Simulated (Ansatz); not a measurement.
Consider the atomization: `[CH2]1C[Te][GeH2]1` → 2 C• + Ge• + 6 H• + Te•.

Gas-phase electronic energies from Ansatz, PBE0-D4/def2-TZVP geometries. CCSD(T)/CBS adds triple-zeta CCSD(T) − MP2 to the extrapolated MP2 energy (def2 sets, frozen cores). This one scheme is used for every species, atoms too. DFT in def2-TZVPP. B3LYP here is the variant with VWN-RPA as its local correlation; programs differ in this. No spin–orbit coupling; open shells (•) take unrestricted orbitals. Spin–orbit coupling would lower the free atoms: a little for C; clearly for Ge; strongly for Te. def2 core potentials past Kr. Bonds to Ge, Te are less sure, by a few kJ/mol each and by 10 to 20 or more in all where they break to atoms, as the def2 sets lack core-valence functions. Scalar relativity is left out up to krypton.

`[CH2]1C[Te][GeH2]1`:

```xyz
10

C    -0.237    0.306    0.736
C     0.901   -0.714    0.631
Te    0.498   -1.735   -1.265
Ge   -0.712    0.520   -1.167
H    -1.104   -0.137    1.230
H     0.040    1.212    1.278
H     1.873   -0.235    0.531
H     0.939   -1.430    1.452
H     0.012    1.664   -1.904
H    -2.209    0.550   -1.522
```

CCSD(T)/CBS gives +3361.9 kJ/mol.

Another level gave +3288.3 kJ/mol. Which?
A. B2PLYP/def2-TZVPP
B. B3LYP/def2-TZVPP
C. MP2/def2-TZVPP
D. r2SCAN-D4/def2-TZVPP

A. B2PLYP 3288.3, r2SCAN-D4 3342.3, B3LYP 3278.3, MP2/def2-TZVPP 3301.4 kJ/mol.

Largest T1 diagnostic among the species: 0.011.

The D4 term adds +43.3 kJ/mol with B3LYP and +22.4 kJ/mol with PBE0; it sums over pairs of atoms, weighted by their polarisabilities, and B3LYP, whose exchange is more repulsive, gets the larger term. From PBE to PBE0 (25 % exact exchange), in def2-TZVPP and without D4, ΔE moves by −36.9 kJ/mol: exact exchange takes away binding that semilocal exchange gives to molecules.

For atomizations the MP2-based limit and the directly extrapolated one differ by several kJ/mol either way, and by 10 to 25 for some Ge, Se and Sn compounds, so smaller differences from it don't rank the levels.
